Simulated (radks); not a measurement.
The numbers below are computed, except where a source is named.
Q: The magnesium ion Mg9+, 3 electrons, occupied as [He] 2s1. Level of theory: Dirac Kohn-Sham, exchange-only PBE, spin-unpolarised, spherical densities, finite nucleus; Fermi nuclear charge, rms radius 3.057 fm (a radial shooting solver on a logarithmic mesh with Libxc functionals). Some entries of the table are withheld. Estimate them.

orbital  occ.  eigenvalue (Ry)  <r^2> (bohr^2)
1s1/2       2              (1)         0.02251
2s1/2       1        -25.47945          0.3649
2p1/2       0              (2)             (3)
2p3/2       0              (4)             (5)
3s1/2       0        -10.52050             (6)

A: 
(1) 1s1/2 eigenvalue (Ry): -119.7495
(2) 2p1/2 eigenvalue (Ry): -24.04059
(3) 2p1/2 <r^2> (bohr^2): 0.2854
(4) 2p3/2 eigenvalue (Ry): -23.99771
(5) 2p3/2 <r^2> (bohr^2): 0.2866
(6) 3s1/2 <r^2> (bohr^2): 1.933
